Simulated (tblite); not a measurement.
Compound: C5H8FOSe (doublet state).
SMILES with atom numbers: `[CH3:1][C:2]1([CH3:3])[CH:4][Se@@:5](=[O:6])[C@@H:7]1[F:8]` (hydrogens: H9, H10, H11 on C1; H12, H13, H14 on C3; H15 on C4; H16 on C7)
Bond orders are those of one Lewis drawing.

Computed with GFN2-xTB (tblite), gas phase: L-BFGS steps from a force-field or distance-geometry start until the largest atomic force falls under 0.01 eV/Å.

Step 3: E = -724.6920 eV
```
atom  x, y, z in Å  |  force x, y, z in eV/Å
C1     -0.8229   -1.2364    0.3834    0.309   0.304  -0.103
C2     -0.1437    0.0643   -0.0590   -0.225   0.365  -0.558
C3     -1.1699    1.1446   -0.4199    0.082  -0.161   0.035
C4      0.8620    0.6358    0.8843    0.012  -0.127   0.068
Se5     2.4582    0.2320   -0.0767    0.115  -0.021  -0.079
O6      2.7492   -1.2603    0.3817    0.688  -0.725   0.191
C7      0.8523   -0.1827   -1.2247    0.148  -0.080   0.341
F8      0.7397    0.6351   -2.2857   -0.286   0.043  -0.238
H9     -1.4429   -1.6263   -0.4105   -0.137  -0.030  -0.199
H10    -1.4334   -1.0378    1.2461   -0.248   0.048   0.315
H11    -0.0824   -1.9788    0.6483    0.199  -0.062   0.031
H12    -0.6783    2.0660   -0.7167    0.070   0.030  -0.050
H13    -1.7933    0.8159   -1.2370   -0.184  -0.123  -0.225
H14    -1.7910    1.3493    0.4368   -0.216   0.059   0.249
H15     0.7397    1.6146    1.2788   -0.257   0.513   0.443
H16     0.9491   -1.2263   -1.5339   -0.069  -0.034  -0.220
```

Step 4: E = -724.7541 eV
```
atom  x, y, z in Å  |  force x, y, z in eV/Å
C1     -0.8178   -1.2281    0.3804    0.047   0.139   0.011
C2     -0.1530    0.0741   -0.0678    0.145   0.212  -0.273
C3     -1.1715    1.1402   -0.4185   -0.229   0.112  -0.114
C4      0.8572    0.6582    0.8650   -0.047  -0.104   0.435
Se5     2.4612    0.2099   -0.0608    0.219  -0.221  -0.149
O6      2.7942   -1.2914    0.3859    0.307  -0.132   0.076
C7      0.8442   -0.1819   -1.2213    0.314  -0.035  -0.003
F8      0.7258    0.6307   -2.2952   -0.164  -0.042   0.005
H9     -1.4440   -1.6246   -0.4116   -0.043   0.022  -0.117
H10    -1.4346   -1.0379    1.2470   -0.143   0.051   0.191
H11    -0.0796   -1.9733    0.6474    0.207  -0.017   0.006
H12    -0.6787    2.0598   -0.7174    0.052   0.083  -0.055
H13    -1.7934    0.8139   -1.2389   -0.221  -0.100  -0.198
H14    -1.7932    1.3492    0.4400   -0.178   0.032   0.173
H15     0.7264    1.6297    1.3048   -0.130   0.104   0.175
H16     0.9493   -1.2196   -1.5439   -0.136  -0.103  -0.163
```

Task: Estimate the geometry and energy of step 5. (The exact step hangs on the optimiser's Hessian estimate; all steps are aligned on step 4, rigid shifts and turns removed.)

Result: E = -724.7757 eV, largest force 0.435 eV/Å
```
atom  x, y, z in Å  |  force x, y, z in eV/Å
C1     -0.8158   -1.2232    0.3796   -0.026   0.040   0.044
C2     -0.1534    0.0809   -0.0745    0.177   0.115  -0.033
C3     -1.1766    1.1409   -0.4201   -0.241   0.160  -0.134
C4      0.8544    0.6652    0.8648   -0.027  -0.101   0.422
Se5     2.4660    0.1975   -0.0570    0.175  -0.232  -0.101
O6      2.8160   -1.3046    0.3885    0.169   0.060   0.032
C7      0.8464   -0.1820   -1.2208    0.286  -0.034  -0.112
F8      0.7180    0.6281   -2.2983   -0.083  -0.056   0.064
H9     -1.4448   -1.6234   -0.4136    0.034   0.068  -0.028
H10    -1.4369   -1.0371    1.2499   -0.038   0.049   0.063
H11    -0.0753   -1.9711    0.6470    0.131   0.071  -0.023
H12    -0.6782    2.0587   -0.7185   -0.012   0.087  -0.057
H13    -1.7970    0.8117   -1.2427   -0.206  -0.057  -0.139
H14    -1.7968    1.3496    0.4437   -0.117   0.006   0.064
H15     0.7193    1.6366    1.3172   -0.069  -0.072   0.066
H16     0.9471   -1.2187   -1.5502   -0.152  -0.104  -0.127
```

The energy changes by -0.0216 eV. The first-order estimate −F·Δx gives -0.0288 eV and the mean of the old and new forces, exact on a quadratic surface, -0.0216 eV. The step makes an angle of 48° with the force vector and moves no atom by more than 0.026 Å.

What follows is the cost of the whole relaxation. Time: 0.73 s of wall time. Hardware: one thread of an Arm Neoverse V2, shared host with 192 logical CPUs at a one-minute load of 58.
